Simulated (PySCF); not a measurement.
## Vibration and rotation of TeAs⁺

RHF-CCSD(T) constants of TeAs⁺, ¹Σ⁺ (singlet), closed shell (basis Te def2-SVP with ECP28, As def2-SVP; scalar-relativistic core potentials; PySCF 2.14; masses 129.9062 and 74.9216 u):

```
ωe              : 341.5 cm⁻¹
ωexe            : 0.889 cm⁻¹
Be              : 0.065671 cm⁻¹
αe              : 0.000193 cm⁻¹
D (centrifugal) : 9.71e-09 cm⁻¹
De to Te⁺ + As  : 3.27 eV
```

(1) Estimate the standard entropy (1 bar) and heat capacity of the ideal gas at 1500 K, rigid rotor with B0 and harmonic oscillator at the fundamental.

Correlated steps freeze 13 core orbitals. Correlated levels converge slowly with the basis: in double zeta they bind strong bonds too weakly, by up to about 1 eV, and carry superposition errors of some tenths. These are scalar-relativistic numbers at best; spin–orbit coupling would shift them, the dissociation energy most. For an ion De counts to the pair picked by the measured ionisation energies or electron affinities, which need not be the lowest pair at this level. Where the molecule has an RHF reference, its open-shell atoms are computed with UHF.

## Answers

(1) Translation (Sackur–Tetrode, M = 204.83 u): 208.8 J/(mol K). Rotation: q = kT/(σB0) = 15900 with σ = 1, 88.7. Vibration: x = hcν0/kT = 0.326, 17.67. S° = 315.2 J/(mol K); Cp = 7R/2 + 8.24 = 37.3 J/(mol K).
